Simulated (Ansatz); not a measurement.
`N[Si@H](F)S[Si@@H](N)O`, charge 0, multiplicity 1.

Question: Give a relaxed structure at PBE0-D4/def2-TZVP (Ansatz 0.2.0). (An estimate is asked.)

Answer: Computed: 
Cartesian coordinates in Å:
```
N 1.5719 -2.4902 0.1936
Si 0.5623 -1.2854 -0.4330
O -0.8801 -1.3109 0.3134
S 1.4570 0.6874 -0.1222
Si -0.2085 1.9374 -0.3559
N -1.4571 1.4591 0.7408
F -0.9130 1.8107 -1.7834
H 2.2495 -2.9539 -0.3868
H 1.7747 -2.5773 1.1751
H 0.4945 -1.5049 -1.8941
H -1.2830 -0.4371 0.4838
H 0.2538 3.3374 -0.2332
H -1.2403 1.4940 1.7271
H -2.3817 1.8336 0.5749
```
This is one stationary point; other conformers may exist.
